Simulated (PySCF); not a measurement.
## Two-component Hartree-Fock for Ho³⁵⁺ (holmium, charge +35)

Start: [Ar] 3d10 4s2 4p2; 4p1/2 filled at m_j = -1/2, +1/2. Calculated with PySCF 2.14 in an uncontracted even-tempered set (17 s from 3.7 bohr⁻², ratio 2.8; 13 p from 4.8 bohr⁻², ratio 2.8; 8 d from 8.6 bohr⁻², ratio 2.8; 4 f from 22 bohr⁻², ratio 3): generalised Hartree-Fock with the X2C-1e Hamiltonian and a Gaussian nucleus; one run each with spin-orbit coupling (SO) switched off, then screened by Boettger's factors.

```json
{"spinor shell": "1s1/2", "electrons": "2", "ε, spin-free (eV)": "-57370.1", "ε, screened SO (eV)": "-57354.0", "weight of nominal j (screened SO)": "1.000", "rms radius, screened SO (bohr)": "0.0236"}
{"spinor shell": "2s1/2", "electrons": "2", "ε, spin-free (eV)": "-10925.8", "ε, screened SO (eV)": "-10918.9", "weight of nominal j (screened SO)": "1.000", "rms radius, screened SO (bohr)": "0.0951"}
{"spinor shell": "2p1/2", "electrons": "2", "ε, spin-free (eV)": "-9843.7", "ε, screened SO (eV)": "-10450.5", "weight of nominal j (screened SO)": "1.000", "rms radius, screened SO (bohr)": "0.0812"}
{"spinor shell": "2p3/2", "electrons": "4", "ε, spin-free (eV)": "-9843.7", "ε, screened SO (eV)": "-9583.3", "weight of nominal j (screened SO)": "1.000", "rms radius, screened SO (bohr)": "0.0879"}
{"spinor shell": "3s1/2", "electrons": "2", "ε, spin-free (eV)": "-3551.0", "ε, screened SO (eV)": "-3547.2", "weight of nominal j (screened SO)": "1.000", "rms radius, screened SO (bohr)": "0.242"}
{"spinor shell": "3p1/2", "electrons": "2", "ε, spin-free (eV)": "-3211.1", "ε, screened SO (eV)": "-3345.1", "weight of nominal j (screened SO)": "1.000", "rms radius, screened SO (bohr)": "0.233"}
{"spinor shell": "3p3/2", "electrons": "4", "ε, spin-free (eV)": "-3211.1", "ε, screened SO (eV)": "-3150.0", "weight of nominal j (screened SO)": "1.000", "rms radius, screened SO (bohr)": "0.246"}
{"spinor shell": "3d3/2", "electrons": "4", "ε, spin-free (eV)": "-2791.5", "ε, screened SO (eV)": "-2813.9", "weight of nominal j (screened SO)": "1.000", "rms radius, screened SO (bohr)": "0.217"}
{"spinor shell": "3d5/2", "electrons": "6", "ε, spin-free (eV)": "-2791.5", "ε, screened SO (eV)": "-2771.3", "weight of nominal j (screened SO)": "1.000", "rms radius, screened SO (bohr)": "0.221"}
{"spinor shell": "4s1/2", "electrons": "2", "ε, spin-free (eV)": "-1617.6", "ε, screened SO (eV)": "-1616.1", "weight of nominal j (screened SO)": "1.000", "rms radius, screened SO (bohr)": "0.514"}
{"spinor shell": "4p1/2", "electrons": "2", "ε, spin-free (eV)": "-1506.5", "ε, screened SO (eV)": "-1540.9", "weight of nominal j (screened SO)": "1.000", "rms radius, screened SO (bohr)": "0.507"}
```

| quantity | spin-free | screened SO |
| --- | --- | --- |
| E (hartree) | -11899.72131 | -11912.00752 |
| M_J | 0 | 0 |
| ⟨J²⟩ | 2.001 | 0.000 |
| ⟨L²⟩ | 2.001 | 1.361 |
| ⟨S²⟩ | 2.000 | 1.361 |

Breit and QED terms are absent; they matter most for the inner s and p1/2 levels.

Densities and radii are taken from the X2C orbitals without a picture-change correction, which distorts them close to the nucleus.

Without spin-orbit coupling the j labels of p, d and f shells carry no meaning; the spin-free column gives the mean over the occupied spinors of each nl shell.
